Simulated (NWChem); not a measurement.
Species: C₅H₅N; SMILES C#CC(C#C)N

```xyz
11

C      0.9541    -2.2379    -0.1521
C      0.3301    -1.2341     0.1036
C     -0.4245    -0.0096     0.4078
N     -1.7296    -0.0392    -0.2378
C      0.3854     1.1866     0.0963
C      0.9960     2.1982    -0.1689
H      1.5067    -3.1314    -0.3769
H     -0.5999    -0.0061     1.5004
H     -1.6049    -0.0344    -1.2491
H     -2.2369     0.8123    -0.0030
H      1.5491     3.0887    -0.4049
```
Atoms are numbered in this order, from 1.

Level: PBE0/def2-SVP (NWChem), optimised geometry, unscaled harmonic frequencies. 

```csv
frequency (cm⁻¹),IR intensity (km/mol)
131,0.8
202,7.4
219,3.7
280,29.7
360,18.2
496,11.7
564,14.1
610,22.8
700,29.4
705,45.1
712,28.6
719,34.9
835,45.9
892,132.9
1030,60.1
1137,15.4
1193,10.0
1299,33.8
1380,11.4
1635,23.7
2237,0.1
2256,0.6
3040,3.6
3488,85.9
3491,61.7
3537,2.9
3626,8.1
```

```yaml
zero_point_energy: 52.5 kcal/mol
thermal correction to the enthalpy at 298.15 K (with zero-point energy): 57.3 kcal/mol
heat capacity Cv: 23.6 cal/(mol K)
entropy at 298.15 K and 1 atm (symmetry number 1): 78.8 cal/(mol K)
dipole_moment: 1.17 D
```

Rigid rotor and harmonic oscillator.
